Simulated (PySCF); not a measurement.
Be(F)(NMe2) (C2H6BeFN), SMILES C[N](C)[Be][F]. Atoms are numbered in the order given.

```xyz
11

Be     0.0000     0.0000     1.0725
F      0.0000     0.0000     2.4738
N      0.0000     0.0000    -0.4332
C      0.0000    -1.2113    -1.2311
C      0.0000     1.2113    -1.2311
H     -0.8972    -1.2771    -1.8943
H      0.8972    -1.2771    -1.8943
H      0.0000    -2.1143    -0.5856
H      0.8972     1.2771    -1.8943
H     -0.8972     1.2771    -1.8943
H      0.0000     2.1143    -0.5856
```
Charge 0, spin multiplicity 1.

Coordinates come from a PBE-D3(BJ)/def2-SVP optimisation. The structure was generated by enumeration; whether it is a known compound was not checked. The values are those of a single conformer.

Calculation: M06-2X/def2-TZVP run with PySCF.

Isolated molecule, no solvent.

### Question
Estimate the frontier levels, gap, dipole moment and polarisability. (The exact figures need the calculation; the answer reports its results.)

### Answer

```yaml
highest_occupied_level: -7.77 eV
lowest_empty_level: -0.04 eV
orbital_gap: 7.73 eV
dipole_moment: 0.418 e·Å
quadrupole, principal values (traceless, Buckingham form, about the centre of nuclear charge): -8.29, 2.06, 6.23 D·Å
mean_static_polarisability: 45.9 bohr³ (6.81 Å³)
polarisability_principal_values: 39.3, 46.2, 52.4 bohr³
```
